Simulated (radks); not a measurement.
Values are calculated unless marked as measured or tabulated.
All-electron atom: the europium ion Eu56+ in [He] 2s2 2p3. Code: a radial shooting solver on a logarithmic mesh with Libxc functionals. Model: Dirac Kohn-Sham, PBE, spin-unpolarised, spherical densities, finite nucleus; open shells fill j = l - 1/2 first; Fermi nuclear charge, rms radius 5.1115 fm.

Normalised radial functions P(r) = r R(r) (large component), r in bohr:

```
   r/bohr * 2p1/2 (the largest magnitude, 3.47, reaches the edge; | marks zero)
 0.001277 |*
 0.001547 |*
 0.001875 |*
 0.002254 |*
 0.002731 | *
 0.003309 | *
 0.003977 |  *
 0.004819 |   *
 0.005839 |    *
 0.007019 |      *
 0.008505 |        *
  0.01031 |          *
  0.01239 |             *
  0.01501 |                 *
  0.01819 |                      *
  0.02186 |                            *
  0.02649 |                                  *
  0.03209 |                                         *
  0.03858 |                                               *
  0.04674 |                                                   *
  0.05664 |                                                      *
  0.06862 |                                                     *
  0.08249 |                                                 *
  0.09995 |                                         *
   0.1211 |                              *
   0.1456 |                    *
   0.1764 |           *
   0.2137 |    *
   0.2569 | *
   0.3113 |*
```

2p1/2: eigenvalue -12308.7 eV, 0 radial nodes, <r> = 0.0759 bohr, 90 % of the charge inside 0.124 bohr.
